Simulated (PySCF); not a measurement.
# `O=[S@@]1C[C@H]2C[C@@H]1C2`, C$_{5}$H$_{8}$OS

Cartesian coordinates in Å; atom numbers follow the order of the lines, from 1:
```xyz
15

O     0.6663    2.5484   -0.4610
S     0.3246    1.6268    0.6208
C     1.3963    0.1081    0.4009
C     0.3808   -0.9032   -0.0867
C    -0.8255   -0.7170    0.8497
C    -1.0664    0.5461    0.0299
C    -0.4285   -0.1589   -1.1609
H     2.1702    0.3473   -0.3245
H     1.8439   -0.1554    1.3567
H     0.7769   -1.8974   -0.2864
H    -0.6195   -0.5936    1.9126
H    -1.5993   -1.4687    0.7067
H    -2.0231    1.0539   -0.0207
H    -1.1229   -0.7995   -1.7010
H     0.1219    0.4710   -1.8582
```

Computed with PySCF, TDDFT PBE0/def2-SVPD circular dichroism and optical rotation, one conformer, gas phase. Geometry: GFN2-xTB.

States above about 6.7 eV (minus the energy of the highest occupied orbital) lie near or above the ionisation threshold and depend on the basis.

Stereocentres: S2 R, C4 S, C6 R.

**Question.** What is the specific rotation at 633, 589.3, 546, 436, 405, 365, 355 nm?

**Answer.** [α] in deg dm⁻¹ (g/mL)⁻¹:
| λ (nm) | origin-invariant length gauge | modified velocity gauge | length gauge (centre of mass) | isotropic polarisability (au) |
| --- | --- | --- | --- | --- |
| 633 | +129.3 | +135.2 | +130.3 | 77.9 |
| 589.3 | +153.5 | +160.4 | +154.6 | 78.2 |
| 546 | +185.3 | +193.7 | +186.7 | 78.6 |
| 436 | +338.2 | +353.0 | +340.7 | 80.1 |
| 405 | +420.9 | +439.0 | +424.0 | 80.7 |
| 365 | +588.5 | +613.2 | +592.7 | 82.0 |
| 355 | +647.9 | +675.0 | +652.6 | 82.4 |

**Question.** And for the mirror image at 589.3 nm?

**Answer.** -153.5 deg dm⁻¹ (g/mL)⁻¹ (origin-invariant length gauge): the same size and the opposite sign.

**Question.** What is the molar rotation [Φ] = [α]·M/100 of the geometry above at 589.3 nm?

**Answer.** With M = 116.18 g/mol, +178.3 deg cm² dmol⁻¹ (origin-invariant length gauge).

The first excitation lies at 5.73 eV (216 nm) with R = +7.0 × 10⁻⁴⁰ esu² cm² (velocity form).
